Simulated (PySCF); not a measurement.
# Spinor energies of Tl³⁺ (thallium, charge +3)

Start: [Xe] 4f14 5d9 6p1; 5d3/2 filled at m_j = -3/2, -1/2, +1/2, +3/2; 5d5/2 filled at m_j = -3/2, -1/2, +1/2, +3/2, +5/2; 6p3/2 filled at m_j = +3/2. Calculated with PySCF 2.14 in x2c-TZVPall-2c (11s11p9d3f, 110 functions): generalised Hartree-Fock with the X2C-1e Hamiltonian and a Gaussian nucleus; spin-orbit coupling (SO) screened by Boettger's factors. This is a chosen level, not necessarily the ground level.

```csv
spinor shell,electrons,"ε, screened SO (eV)",weight of nominal j (screened SO),"rms radius, screened SO (bohr)"
1s1/2,2,-86016.5,1.000,0.0184
2s1/2,2,-15497.2,1.000,0.0743
2p1/2,2,-14853.2,1.000,0.0628
2p3/2,4,-12782.3,1.000,0.0710
3s1/2,2,-3797.2,1.000,0.189
3p1/2,2,-3507.7,1.000,0.181
3p3/2,4,-3040.7,1.000,0.197
3d3/2,4,-2568.8,1.000,0.173
3d5/2,6,-2469.4,1.000,0.178
4s1/2,2,-913.68,1.000,0.416
4p1/2,2,-787.97,1.000,0.420
4p3/2,4,-672.82,1.000,0.454
4d3/2,4,-467.41,1.000,0.465
4d5/2,6,-445.14,1.000,0.476
5s1/2,2,-188.00,1.000,0.940
4f5/2,6,-177.23,0.999,0.509
4f7/2,8,-172.58,0.999,0.510
5p1/2,2,-144.10,0.999,1.01
5p3/2,4,-122.05,0.999,1.10
5d3/2,4,-58.871,0.975,1.37
5d5/2,5,-56.017,0.980,1.42
6p3/2,1,-28.889,1.000,2.94
```

| quantity | screened SO |
| --- | --- |
| E (hartree) | -20262.46500 |
| M_J | 4 |
| ⟨J²⟩ | 20.031 |
| ⟨L²⟩ | 12.201 |
| ⟨S²⟩ | 2.188 |

Each row is a mean over spinors that exchange with the open shell spreads, by up to 5.753 eV (5p3/2).

Breit and QED terms are absent; they matter most for the inner s and p1/2 levels.

Densities and radii are taken from the X2C orbitals without a picture-change correction, which distorts them close to the nucleus.
